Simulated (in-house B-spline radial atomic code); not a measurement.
A fraction x of an electron is removed from 3p in the argon ion Ar³⁺, starting from [Ne] 3s2 3p3 and keeping the highest spin. Level of theory: non-relativistic BLYP, spin-polarised, spherical fractional occupations, point nucleus; calculated with an all-electron radial atomic-structure program (B-spline basis).

```
   x  E(x) - E(0) (eV)  3p up level (eV)
   0            0.0000           -51.290
0.02            1.0288           -51.589
 0.2           10.5587           -54.303
0.29           15.5074           -55.671
0.43           23.4511           -57.813
 0.5           27.5356           -58.890
0.52           28.7165           -59.198
0.66           37.1559           -61.367
0.77           44.0004           -63.082
0.88           51.0342           -64.806
   1           58.9242           -66.697
```

The exact functional would give a straight line between the two integer points. Deviations E(x) - E(0) - x[E(1) - E(0)], in eV: -0.15 at x = 0.02, -1.226 at x = 0.2, -1.581 at x = 0.29, -1.886 at x = 0.43, -1.927 at x = 0.5, -1.924 at x = 0.52, -1.734 at x = 0.66, -1.371 at x = 0.77, -0.819 at x = 0.88.

The curve lies below the straight line by up to 1.927 eV (at x = 0.5): convex, the delocalisation error that favours fractional charges.

Question: How well does Slater's transition state (minus the level at half occupation) give the ionisation energy?

Answer: It gives 58.890 eV against 58.924 eV from the two total energies; NIST lists 59.58 eV, ground level to ground level.
